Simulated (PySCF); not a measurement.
## Radial density of In (indium, neutral)

r2SCAN0, [Kr] 4d10 5s1 5p1 6s1, high-spin 4P determinant (an excited configuration). Computed with PySCF 2.14 in aug-cc-pwCVDZ-PP with ECP28MDF (6s5p4d1f, 48 functions), with a scalar-relativistic core potential. This is the valence pseudo-density: the core potential removes the inner electrons and smooths the orbitals near the nucleus.

```tsv
r (bohr)	4πr²ρ (e/bohr)	4πr²(ρα − ρβ)
0.0165	1.727e-05	0.0000
0.0278	4.306e-05	0.0000
0.0468	0.0001003	0.0000
0.0787	0.0004145	0.0000
0.132	0.004858	0.0000
0.223	0.07807	-0.0002
0.375	1.652	0.0116
0.630	15.71	0.1140
1.06	17.21	-0.0627
1.78	3.781	0.7502
3.00	0.8098	0.6900
5.04	0.2412	0.2401
8.48	0.1336	0.1336
14.3	0.001955	0.0020
```

Energies and moments cover only the electrons outside the core potential. The outer electron is Rydberg-like, and this basis confines it to a smaller radius and binds it less than a complete one would.

Task: Where is the radial spin density 4πr²(ρα − ρβ) most negative, and why is it negative at all?

Result: Around r = 1.06 bohr, down to -0.0627 e/bohr: exchange with the open shell polarises the paired shells in an unrestricted calculation.
